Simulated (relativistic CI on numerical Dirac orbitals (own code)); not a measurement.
## What each ingredient does to the levels of Se⁶⁺

Base calculation: Dirac-Coulomb-Breit CI, separate exchange-only KLI orbitals for each configuration, a model potential for QED, unscaled Slater integrals.

CI space (outside the closed core [Ne] 3s2): 3p⁶3d¹⁰, 3p⁶3d⁹4s, 3p⁶3d⁹4p, 3p⁶3d⁹4d, 3p⁶3d⁹5s, 3p⁶3d⁹5p, 3p⁶3d⁹4f, 3p⁶3d⁸4s², 3p⁶3d⁹5d, 3p⁶3d⁹5f, 3p⁶3d⁹5g, 3p⁶3d⁸4s4p, 3p⁶3d⁸4p², 3p⁶3d⁸4s4d, 3p⁵3d¹⁰4s, 3p⁶3d⁸4p4d. Levels of other configurations are missing.

Variants: (1) QED terms removed; (2) non-relativistic limit. Shifts of the energy above 3p⁶3d¹⁰ ¹S0, in cm⁻¹, for the lowest level and the first level of each name with at least 55 % of one term (blank where a level changes its place among those of its configuration and J or its character, or is not in the variant):

| Level | Base | Δ(1) | Δ(2) | Measured |
| --- | --- | --- | --- | --- |
| 3p⁶3d¹⁰ ¹S0 | 0 | 0 | 0 | 0 |
| 3p⁶3d⁹4s ³D3 | 432025 | -277 | +20774 |  |
| 3p⁶3d⁹4s ³D2 | 434462 | -281 | +18338 |  |
| 3p⁶3d⁹4s ³D1 | 438963 | -302 | +13836 |  |
| 3p⁶3d⁹4s ¹D2 | 442793 | -296 | +16004 |  |
| 3p⁶3d⁹4p ³P°2 | 548055 | -55 | +14664 |  |
| 3p⁶3d⁹4p ³F°3 | 554393 | -51 | +15095 |  |
| 3p⁶3d⁹4p ³P°1 | 554846 | -75 | +7873 | 565700 |
| 3p⁶3d⁹4p ³F°4 | 558564 | -64 | +10924 |  |
| 3p⁶3d⁹4p ³P°0 | 558822 | -90 | +3898 |  |
| 3p⁶3d⁹4p ³F°2 | 559148 | -72 | +10340 |  |
| 3p⁶3d⁹4p ¹D°2 | 566257 | -63 |  |  |
| 3p⁶3d⁹4p ³D°3 | 569092 | -80 | +9944 |  |
| 3p⁶3d⁹4p ¹P°1 | 569583 | -71 |  |  |
| 3p⁶3d⁹4p ³D°1 | 572398 | -81 |  |  |
| 3p⁶3d⁹4p ³D°2 | 573715 | -86 |  |  |
| 3p⁶3d⁹4d ³S1 | 734470 | -59 | +8011 |  |
| 3p⁶3d⁹4d ³G5 | 742355 | -57 | +9433 |  |
| 3p⁶3d⁹4d ³G4 | 742659 | -54 | +9129 |  |
| 3p⁶3d⁹4d ³P2 | 743168 | -55 | +9165 |  |
| 3p⁶3d⁹4d ³D3 | 745620 | -56 |  |  |
| 3p⁶3d⁹4d ³P0 | 746472 | -69 | +5862 |  |

At this charge configurations can still be misplaced by up to about 7 % of their energy. 5 of the 6 excited levels that our extract of the measured tables holds in this range could be paired (the sources list more); they are missed by 11039 cm⁻¹ on average and 21646 at most, and levels without a partner can miss by more.

Measured levels: Moore, Atomic Energy Levels, vol. II, NSRDS-NBS 35 (1971 reprint of NBS Circular 467, 1952).

Ionisation energy from the two ground configurations alone: base 153.207 eV. The NIST ASD value (measured) is 155.327 eV.

LS names give the leading component of a level, which can be under half, so a name can repeat, a term be missing and a line seem to break the LS rules.
